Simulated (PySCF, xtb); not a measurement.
C2H5F, SMILES C(C)F.

xtb with GFN2-xTB at its own geometry gives an orbital gap of 13.31 eV and a dipole moment of 2.36 D.

The structure is a stationary point at PBE-D3(BJ)/def2-TZVP.

Task: What does PBE/def2-TZVPD in PySCF give? (Estimate from the structure and the level; the computed values follow.)

Result: gap 7.55 eV (levels -7.73 and -0.18 eV), dipole 1.90 D.
